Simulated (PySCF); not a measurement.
# Copper: a sound run and one with changed settings

Sound run: Cu⁺ [Ar] 3d10, Cu²⁺ [Ar] 3d9. Calculation: PySCF 2.14, in cc-pVDZ-PP with ECP10MDF (4s4p3d1f, 38 functions); scalar relativity through the core potential. The sound run starts from symmetry-adapted Hartree-Fock orbitals and uses a fine grid where one is needed.

Changed run: basis STO-3G, all-electron and non-relativistic. This setting is unsound on purpose.

```json
{"species": "Cu⁺", "method": "UHF", "sound run (hartree)": "-195.92191", "changed run (hartree)": "-1618.43525", "converged": "yes"}
{"species": "Cu⁺", "method": "PBE0", "sound run (hartree)": "-196.92926", "changed run (hartree)": "-1619.36724", "converged": "yes"}
{"species": "Cu⁺", "method": "M06-L", "sound run (hartree)": "-197.01156", "changed run (hartree)": "-1619.65778", "converged": "yes"}
{"species": "Cu²⁺", "method": "UHF", "sound run (hartree)": "-195.29094", "changed run (hartree)": "-1619.11464", "converged": "yes"}
{"species": "Cu²⁺", "method": "PBE0", "sound run (hartree)": "-196.19216", "changed run (hartree)": "-1619.97825", "converged": "yes"}
{"species": "Cu²⁺", "method": "M06-L", "sound run (hartree)": "-196.28630", "changed run (hartree)": "-1620.25126", "converged": "yes"}
```

Ionisation energy of Cu⁺:

```csv
method,sound run (eV),changed run (eV)
UHF,17.169,-18.487
PBE0,20.057,-16.627
M06-L,19.735,-16.149
```

A minimal basis cannot let orbitals breathe on ionisation and holds almost no correlation. The Hamiltonian changed with the basis, so the totals do not compare. A negative ionisation energy or a positive MP2 energy shows that the occupation asked for is not the lowest one in this basis.

For comparison, NIST gives 20.292 eV between the lowest levels.
